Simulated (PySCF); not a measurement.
Compound: C₇H₉FO.
Atom-mapped SMILES: `[O:1]=[CH:2][C@@:3]12[CH2:4][CH2:5][C@@H:6]1[CH2:7][C@H:8]2[F:9]` (hydrogens: H10 on C2; H11, H12 on C4; H13, H14 on C5; H15 on C6; H16, H17 on C7; H18 on C8)

Geometry (PBE0-D3(BJ)/def2-SVP, Å), atoms numbered from 1 in this order:
```xyz
18
C7H9FO angstrom
O     -1.162    2.504   -1.446
C     -0.305    1.656   -1.454
C     -0.018    0.757   -0.298
C     -0.740    1.032    1.027
C     -1.277   -0.415    1.062
C     -0.583   -0.722   -0.277
C      0.855   -1.256   -0.181
C      1.404    0.175   -0.154
F      2.220    0.450   -1.223
H      0.308    1.466   -2.368
H     -1.521    1.792    0.886
H     -0.090    1.341    1.860
H     -0.934   -1.039    1.902
H     -2.373   -0.480    1.015
H     -1.210   -1.115   -1.091
H      1.088   -1.901    0.679
H      1.186   -1.756   -1.103
H      1.928    0.493    0.762
```

Computed with PySCF 2.14.0, PBE0-D3(BJ)/def2-SVP geometry optimisation, gas phase.

Masses are those of the commonest isotopes; rigid-rotor values at the optimised geometry. The values belong to one conformer with, in the numbering `[O:1]=[CH:2][C@@:3]12[CH2:4][CH2:5][C@@H:6]1[CH2:7][C@H:8]2[F:9]`, O1–C2–C3–C4 -7°.

Give the principal moments of inertia and the rotational constants in MHz.

Ia = 247.51, Ib = 278.84, Ic = 437.90 u·Å²; 505379 MHz·u·Å²/I gives A = 2042, B = 1812, C = 1154 MHz.

Classify the top.

An asymmetric top; Ray's κ = 0.483.

Is it planar, by Δ = Ic − Ia − Ib?

Not planar: Δ = Ic − Ia − Ib = -88.44 u·Å². For a rigid frame Δ = −2 Σ m c², so Σ m c² = 44.22 u·Å² lies off the ab plane: 14.28 from hydrogen and 29.94 from heavier atoms. The atom farthest from that plane is 2.02 Å away.

Give the other two planar moments, Paa and Pbb, and the rms extents of the mass along the axes.

Paa = Σ m a² = (Ib + Ic − Ia)/2 = 234.62 and Pbb = Σ m b² = (Ia + Ic − Ib)/2 = 203.28 u·Å². With the mass M = 128.06 u, the rms extents √(P/M) along a, b and c are 1.35, 1.26, 0.59 Å.

List the rotational levels J(Ka,Kc) to J = 4 (cm⁻¹).

Above 0(0,0):
J = 1: 1(0,1) 0.0990, 1(1,1) 0.1066, 1(1,0) 0.1286
J = 2: 2(0,2) 0.2809, 2(1,2) 0.2825, 2(1,1) 0.3484, 2(2,1) 0.3714, 2(2,0) 0.3874
J = 3: 3(0,3) 0.5381, 3(1,3) 0.5384, 3(1,2) 0.6603, 3(2,2) 0.6682, 3(2,1) 0.7238, 3(3,1) 0.7695, 3(3,0) 0.7793
J = 4: 4(0,4) 0.8717, 4(1,4) 0.8717, 4(1,3) 1.0483, 4(2,3) 1.0499, 4(2,2) 1.1625, 4(3,2) 1.1838, 4(3,1) 1.2269, 4(4,1) 1.3019, 4(4,0) 1.3070

Which lines would a microwave search look for?

The dipole components are |μa| = 2.13 D, |μb| = 2.27 D, |μc| = 0.01 D. The squared components, which scale the intensities, stand as 0.88 : 1.00 : 0.00 (a : b : c). Some lines, for components of 0.1 D or more:

```json
{"type": "b", "branch": "Q", "J(Ka,Kc)": "2(2,0) ← 2(1,1)", "MHz": "1168", "lower level (cm⁻¹)": "0.348"}
{"type": "a", "branch": "Q", "J(Ka,Kc)": "3(2,1) ← 3(2,2)", "MHz": "1667", "lower level (cm⁻¹)": "0.668"}
{"type": "b", "branch": "Q", "J(Ka,Kc)": "2(1,1) ← 2(0,2)", "MHz": "2025", "lower level (cm⁻¹)": "0.281"}
{"type": "b", "branch": "R", "J(Ka,Kc)": "1(1,1) ← 0(0,0)", "MHz": "3196", "lower level (cm⁻¹)": "0.000"}
{"type": "b", "branch": "Q", "J(Ka,Kc)": "4(2,2) ← 4(1,3)", "MHz": "3426", "lower level (cm⁻¹)": "1.048"}
{"type": "b", "branch": "Q", "J(Ka,Kc)": "3(2,2) ← 3(1,3)", "MHz": "3894", "lower level (cm⁻¹)": "0.538"}
{"type": "b", "branch": "Q", "J(Ka,Kc)": "5(1,4) ← 5(0,5)", "MHz": "6848", "lower level (cm⁻¹)": "1.282"}
{"type": "b", "branch": "R", "J(Ka,Kc)": "3(0,3) ← 2(1,2)", "MHz": "7662", "lower level (cm⁻¹)": "0.283"}
{"type": "b", "branch": "R", "J(Ka,Kc)": "3(1,3) ← 2(0,2)", "MHz": "7719", "lower level (cm⁻¹)": "0.281"}
{"type": "a", "branch": "R", "J(Ka,Kc)": "3(1,2) ← 2(1,1)", "MHz": "9351", "lower level (cm⁻¹)": "0.348"}
{"type": "a", "branch": "R", "J(Ka,Kc)": "4(1,4) ← 3(1,3)", "MHz": "9995", "lower level (cm⁻¹)": "0.538"}
{"type": "a", "branch": "R", "J(Ka,Kc)": "3(2,1) ← 2(2,0)", "MHz": "10087", "lower level (cm⁻¹)": "0.387"}
{"type": "b", "branch": "R", "J(Ka,Kc)": "4(2,2) ← 3(3,1)", "MHz": "11782", "lower level (cm⁻¹)": "0.770"}
{"type": "a", "branch": "R", "J(Ka,Kc)": "4(3,2) ← 3(3,1)", "MHz": "12421", "lower level (cm⁻¹)": "0.770"}
{"type": "b", "branch": "R", "J(Ka,Kc)": "4(3,2) ← 3(2,1)", "MHz": "13790", "lower level (cm⁻¹)": "0.724"}
{"type": "b", "branch": "R", "J(Ka,Kc)": "5(3,3) ← 4(2,2)", "MHz": "15782", "lower level (cm⁻¹)": "1.163"}
{"type": "a", "branch": "R", "J(Ka,Kc)": "5(4,2) ← 4(4,1)", "MHz": "15844", "lower level (cm⁻¹)": "1.302"}
{"type": "a", "branch": "R", "J(Ka,Kc)": "5(3,2) ← 4(3,1)", "MHz": "16806", "lower level (cm⁻¹)": "1.227"}
{"type": "b", "branch": "R", "J(Ka,Kc)": "5(4,1) ← 4(3,2)", "MHz": "20283", "lower level (cm⁻¹)": "1.184"}
```

Estimate the classical rotational partition function at 10 K, 25 K and 50 K.

Point group C1, symmetry number σ = 1; q = (√π/σ)·√((kT/h)³/(ABC)), k/h = 20836.6 MHz/K: 2580 at 10 K, 10200 at 25 K, 28800 at 50 K.

Not checked by PBE0-D3(BJ)/def2-SVP frequencies. Constants of a rigid frame at the computed geometry: no zero-point averaging, no centrifugal distortion.
